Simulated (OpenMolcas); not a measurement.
# Li: effect of the level shift or regulariser

- Program: OpenMolcas 26.06
- Basis: ANO-RCC-VTZP [4s3p2d1f]
- Scalar Hamiltonian: DKH2, point nucleus
- Active space: 1 electron in 4 orbitals (2s 2p)
- State averaging: 2S+1 = 2 even, 1 root; 2S+1 = 2 odd, 3 roots
- Spin-orbit coupling: state interaction with AMFI integrals over the reference wave functions, term energies averaged over their components

Methods on the same reference wave functions:
A. CASSCF
B. SS-CASPT2, IPEA 0.25 Eh, imaginary shift 0.1 Eh (closed shells correlated: 1s)
C. SS-CASPT2, IPEA 0.25 Eh, real shift 0.2 Eh (closed shells correlated: 1s)

Energies in cm⁻¹ above 2s ²S_1/2, the measured ground level; measured values from NIST Handbook of Basic Atomic Spectroscopic Data.

| Level | A | B | C | Measured |
| --- | --- | --- | --- | --- |
| 2s ²S_1/2 | 0.0 | 0.0 | 0.0 | 0.0 |
| 2p ²P°_1/2 | 14851 | 14869 | 14869 | 14904 |
| 2p ²P°_3/2 | 14851 | 14869 | 14869 | 14904 |

Deviations, from unrounded energies. A percentage is the sum of absolute deviations over the sum of measured energies, with the sign that they share, or ± where signs differ.

```csv
Against measurement,Levels,A,B,C
mean absolute deviation (cm-1),2,53,35,35
other configurations (%),2,-0.4,-0.2,-0.2
```

B, C lie about equally close to measurement and A furthest from it. The largest miss of C in the table is 2p ²P°_3/2, by -35 cm-1. The ranking rests on the paired levels alone, and a cruder setting can come out closer through cancelling errors.

Between B and C no level of the table moves by more than 5 cm-1.

The lowest spin-free term lies below A's lowest term by 0.031 hartree in B, 0.031 hartree in C.

ANO sets are built for ground and valence states and can reach diffuse excited orbitals poorly. With one active electron the reference holds no correlation, so core polarisation is missing (holds for A). With one active electron, CASPT2 adds the correlation within the correlated inactive shells and between them and that electron, and leaves the splitting within a term as the reference gives it (holds for B; C). Computed and measured levels are paired by configuration, term and J; levels that our copy of the source lacks, or whose pairing is in doubt (as where it misses far off the trend of its configuration), stay unpaired and out of the deviations. Only configurations of the active space appear.

° marks odd parity.
